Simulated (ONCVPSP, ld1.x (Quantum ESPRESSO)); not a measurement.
Pseudopotentials across the periodic table

Generated with ld1.x 7.5 (TM, RRKJ, ultrasoft, PAW), atompaw 4.2 or ONCVPSP 4.0.1. The cutoff is in Ry: for ld1.x and atompaw files where the sum of valence levels is converged to 10 mRy in a Bessel basis, for ONCV files where the hardest occupied wave has 1 mHa per electron of residual kinetic energy. The error is the largest all-electron minus pseudo excitation energy over each file’s own four to seven test configurations (ionisations up to +4, promotions, holes and added fractions of an electron), all of which were solved. The labels leave out finer settings (local radius, basis sizes, second energies), which also bear on the numbers. Spin-polarised tests are not counted. The rows are a selection from randomly drawn settings: files with unsolved tests, undetermined cutoffs or missed reference levels are left out.

A true bound ghost makes a file unfit for plane-wave use even where its test errors are small: the radial tests pick states by their node count and pass the ghost by.

```csv
element,potential,cutoff (Ry),largest error (meV),bound ghosts
O,"ONCV, PBEsol, scalar-relativistic, rc 0.60/1.80 (sp), local s, core correction yes, reference 2s2 2p4, qcut 9.6/8.6, projectors 0/1",1100,+1426,none
F,"ultrasoft, LDA (PZ), scalar-relativistic, rc 0.70/1.40/1.10 (spd), local smoothed, core correction yes, reference 2s2 2p4.75",60,-117,none
S,"ONCV, PBE, scalar-relativistic, rc 0.80/0.70/0.70 (spd), local d, core correction yes, reference 2s2 2p6 3s2 3p3.75, qcut 17.5/22.7/13.3, projectors 2/2/0",362,+7.4,none
V,"ONCV, PBEsol, scalar-relativistic, rc 1.30/1.10/1.55 (spd), local smoothed, core correction yes, reference 3s2 3p6 3d3 4s1.75, qcut 10.5/7.5/10.7, projectors 2/2/3",79,-27,none
Tc,"ONCV, PBE, fully relativistic, rc 2.05/2.10/1.50 (spd), local smoothed, core correction yes, reference 4s2 4p6 4d5 5s1.75 5p0.25, qcut 7.3/6.1/6, projectors 2/2/2",62,-6.2,none
Ru,"ONCV, PBEsol, scalar-relativistic, rc 1.30/1.15/1.40 (spd), local smoothed, core correction yes, reference 4s2 4p6 4d7 5s1, qcut 6.9/8.6/6.7, projectors 2/2/3",68,-2.7,d
Xe,"ONCV, BLYP, fully relativistic, rc 1.30/1.20/1.25 (spd), local smoothed, core correction yes, reference 4s2 4p6 4d10 5s2 5p5.75, qcut 9.7/9.9/11.4, projectors 3/2/2",108,+2.7,none
Pb,"ONCV, PBE, fully relativistic, rc 1.65/1.45/1.75 (spd), local smoothed, core correction yes, reference 5s2 5p6 5d10 6s1 6p3, qcut 9.3/9/9.6, projectors 3/2/1",58,-1.7,none
```

(1) Fill in the row for Mg: ONCV, PBEsol, scalar-relativistic, rc 1.00/0.65/0.85 (spd), local smoothed, core correction yes, reference 2s2 2p6 3s2, qcut 10.1/17.9/9.6, projectors 2/2/2.

(2) Fill in the row for Ca: ONCV, PBE, scalar-relativistic, rc 1.30/1.25/1.10 (spd), local smoothed, core correction no, reference 3s2 3p6, qcut 5.6/6.6/7.5, projectors 2/2/2.

## Answers

(1) cutoff 275 Ry, largest error +28 meV, bound ghosts: none.

(2) cutoff 114 Ry, largest error +1.1 meV, bound ghosts: none.
